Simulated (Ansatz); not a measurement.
Computed with Ansatz on PBE0-D4/def2-TZVP structures; ΔE is electronic, products minus reactants. CCSD(T)/CBS is the MP2 limit (def2-TZVPP, def2-QZVPP) plus CCSD(T) − MP2 in def2-TZVPP, frozen cores. Functionals use def2-TZVPP. For Se outer-core shells are correlated without core-valence functions, which leaves a few kJ/mol of doubt a bond. Scalar relativity is left out up to krypton. Each species was taken in one conformer, which may not be the lowest.

`CN(C)B(Cl)Cl` + H₂Se → `ClB(Cl)[SeH]` + `CNC`  (ligand exchange at a B–N bond)

`CN(C)B(Cl)Cl`:

```xyz
12

C    -0.105   -0.713   -1.168
N     0.047    0.136   -0.006
C    -0.328   -0.535    1.221
B     0.502    1.447   -0.061
Cl    0.666    2.437    1.395
Cl    0.946    2.214   -1.591
H     0.520   -1.607   -1.068
H    -1.146   -1.038   -1.266
H     0.184   -0.184   -2.072
H     0.291   -1.426    1.369
H    -1.374   -0.855    1.172
H    -0.203    0.125    2.075
```

H₂Se:

Z-matrix (Å, degrees):
```
Se
H 1 1.467
H 1 1.467 2 91.2
```

`ClB(Cl)[SeH]`:

Cartesian coordinates in Å:
```
Cl 0.438 1.735 0.388
B 0.514 0.016 0.105
Cl 2.037 -0.822 0.263
Se -1.028 -1.031 -0.383
H -1.962 0.102 -0.373
```

`CNC`:

Cartesian coordinates in Å:
```
C -0.914 0.791 -0.010
N 0.177 0.119 -0.677
C 0.960 -0.700 0.218
H -1.508 1.350 -0.736
H -0.513 1.509 0.711
H -1.589 0.113 0.541
H -0.180 -0.446 -1.436
H 1.462 -0.062 0.952
H 1.735 -1.229 -0.341
H 0.369 -1.444 0.780
```

| species | r2SCANh energy (Eh) |
| --- | --- |
| `CN(C)B(Cl)Cl` | -1079.87338 |
| H₂Se | -2402.73284 |
| `ClB(Cl)[SeH]` | -3347.45567 |
| `CNC` | -135.12355 |

Task: Work out ΔE.

Result: ΔE = (-3347.45567) + (-135.12355) − (-1079.87338) − (-2402.73284) = 0.02700 Eh = +70.9 kJ/mol. CCSD(T)/CBS gives +74.7 kJ/mol.

Task: What do rigid-rotor, harmonic-oscillator terms from PBE0-D4/def2-TZVP frequencies (298.15 K, 1 bar) make of the CCSD(T)/CBS value? (Best estimate.)

Result: The calculation gave: ΔZPE = +9.3 kJ/mol, ΔH = +81.7 kJ/mol, ΔS = 21 J/(mol·K), ΔG = +75.6 kJ/mol.

Largest T1 diagnostic among the species: 0.011.

Leaving LDA and LC-ωPBE aside and taking each functional with its dispersion term where it has one, the values, not all of them listed here, spread over 16.4 kJ/mol, from revPBE-D4 to CAM-B3LYP-D4. LDA lies +20.4 kJ/mol from PBE without D4. At CCSD(T), def2-SVP lies +12.8 kJ/mol from the extrapolated value and def2-TZVPP +2.0 kJ/mol. From BLYP to BHLYP (50 % exact exchange), in def2-TZVPP and without D4, ΔE moves by +10.3 kJ/mol.
